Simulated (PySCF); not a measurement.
Ligand exchange on a metal centre used in film growth or etching (Zr Cl-NH2). Gas-phase values, no solvent. One relaxed conformer stands for each flexible species; it need not be the lowest.

The numbers are results of PBE-D3(BJ)/def2-TZVP // TPSS-D3(BJ)/def2-SVP (PySCF), not measurements. 

```json
[
 {"species": "0 of 4 Cl replaced by NH2 ([Zr(Cl)4])", "charge on the central atom (Mulliken) (e)": "1.20", "LUMO (eV)": "-3.57"},
 {"species": "2 of 4 Cl replaced by NH2 ([Zr(Cl)2(NH2)2])", "charge on the central atom (Mulliken) (e)": "…", "LUMO (eV)": "-2.66"},
 {"species": "3 of 4 Cl replaced by NH2", "charge on the central atom (Mulliken) (e)": "1.41", "LUMO (eV)": "-1.43"},
 {"species": "4 of 4 Cl replaced by NH2", "charge on the central atom (Mulliken) (e)": "1.51", "LUMO (eV)": "…"}
]
```

Question: Complete the blanks.

Answer: 
- 2 of 4 Cl replaced by NH2 ([Zr(Cl)2(NH2)2]), charge on the central atom (Mulliken) (e): 1.35
- 4 of 4 Cl replaced by NH2, LUMO (eV): -0.88
